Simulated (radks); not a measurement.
Isoelectronic series with 7 electrons, each ion in its NIST ground configuration. Method: scalar-relativistic Kohn-Sham, BLYP, spin-polarised, spherical densities, point nucleus; open shells are filled with parallel spins first; computed with a radial shooting solver on a logarithmic mesh with Libxc functionals. Total energies (hartree) and orbital eigenvalues (Ry) (* marks an orbital that is empty in some or all of the ions):

| ion | configuration | E (hartree) | 2p down* | 2p up | 2s down | 2s up |
|---|---|---|---|---|---|---|
| N | [He] 2s2 2p3 | -54.62531 | -0.32511 | -0.59362 | -1.13823 | -1.43744 |
| F2+ | [He] 2s2 2p3 | -97.90626 | -3.27686 | -3.77855 | -4.66857 | -5.15518 |
| Al6+ | [He] 2s2 2p3 | -223.78166 | -15.33492 | -16.28969 | -17.90862 | -18.76070 |
| P8+ | [He] 2s2 2p3 | -306.42999 | -24.39391 | -25.57425 | -27.57959 | -28.61236 |
| Cl10+ | [He] 2s2 2p3 | -402.28098 | -35.46947 | -36.87520 | -39.28822 | -40.50109 |
| K12+ | [He] 2s2 2p3 | -511.39408 | -48.56379 | -50.19486 | -53.04335 | -54.43607 |
| Sc14+ | [He] 2s2 2p3 | -633.83799 | -63.68075 | -65.53721 | -68.85657 | -70.42919 |
| V16+ | [He] 2s2 2p3 | -769.69058 | -80.82547 | -82.90744 | -86.74180 | -88.49456 |
| Mn18+ | [He] 2s2 2p3 | -919.03892 | -100.0041 | -102.3117 | -106.7151 | -108.6484 |
